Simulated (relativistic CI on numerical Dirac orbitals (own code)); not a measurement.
# d5 in a ligand field

Computed with a parametric ligand-field model of a d^n configuration (Racah B and C, spin-orbit zeta, crystal field), exact diagonalisation.

Field parameters in Wybourne normalisation: Oh B⁴₀ = 21Dq, B⁴₄ = √(5/14) B⁴₀; Td as Oh with Dq negative (B⁴₀ = 21Dq, B⁴₄ = √(5/14) B⁴₀). The field is a parameter set, without covalency.

**Question.** Lowest levels for B = 940, C = 4050, ζ = 220 cm⁻¹, Td, 10Dq = -11950 cm⁻¹?

**Answer.** Γ7+Γ8 0 (S 2.50), Γ6 20601 (S 1.50), Γ8 20624 (S 1.50), Γ7 20659 (S 1.50), Γ8 20669 (S 1.50), Γ8 25682 (S 1.44), Γ6 25691 (S 1.50), Γ8 25693 (S 1.50), Γ7 25745 (S 1.49) cm⁻¹, with S from ⟨S²⟩ = S(S + 1). The ground level has 2.00 electrons in the cubic e pair.

**Question.** Lowest levels for B = 410, C = 1920, ζ = 3150 cm⁻¹, Oh, 10Dq = 20250 cm⁻¹?

**Answer.** Γ7 0 (S 0.69), Γ8 6086 (S 0.68), Γ8 13042 (S 1.58), Γ7 15153 (S 1.71), Γ8 16563 (S 1.48), Γ6 17561 (S 1.47), Γ6 19535 (S 1.45), Γ8 19575 (S 1.39), Γ7 19772 (S 1.29) cm⁻¹, with S from ⟨S²⟩ = S(S + 1). The ground level has 0.21 electrons in the cubic e pair; its S is far from a half-integer, so spin-orbit coupling mixes spin states.

**Question.** Lowest levels for B = 410, C = 1800, ζ = 160 cm⁻¹, Td, 10Dq = -11050 cm⁻¹?

**Answer.** Γ7 0 (S 2.50), Γ8 0 (S 2.50), Γ8 631 (S 0.51), Γ7 897 (S 0.52), Γ6 3519 (S 1.50), Γ8 3546 (S 1.50), Γ8 3613 (S 1.50), Γ7 3631 (S 1.50), Γ7 6428 (S 1.50) cm⁻¹, with S from ⟨S²⟩ = S(S + 1). The ground level has 2.00 electrons in the cubic e pair.

**Question.** Lowest levels for B = 310, C = 1470, ζ = 2000 cm⁻¹, Oh, 10Dq = 22450 cm⁻¹?

**Answer.** Γ7 0 (S 0.56), Γ8 3622 (S 0.55), Γ8 16570 (S 1.49), Γ7 17695 (S 1.53), Γ8 18251 (S 1.48), Γ6 18858 (S 1.48), Γ6 20382 (S 1.47), Γ8 20640 (S 1.44), Γ8 20832 (S 1.37) cm⁻¹, with S from ⟨S²⟩ = S(S + 1). The ground level has 0.08 electrons in the cubic e pair.

**Question.** Lowest levels for B = 410, C = 1460, ζ = 130 cm⁻¹, Oh, 10Dq = 25800 cm⁻¹?

**Answer.** Γ7 0 (S 0.50), Γ8 220 (S 0.50), Γ8 18545 (S 1.50), Γ7 18549 (S 1.50), Γ8 18593 (S 1.50), Γ6 18622 (S 1.50), Γ6 21728 (S 1.50), Γ8 21730 (S 1.50), Γ8 21770 (S 1.50) cm⁻¹, with S from ⟨S²⟩ = S(S + 1). The ground level has 0.02 electrons in the cubic e pair.
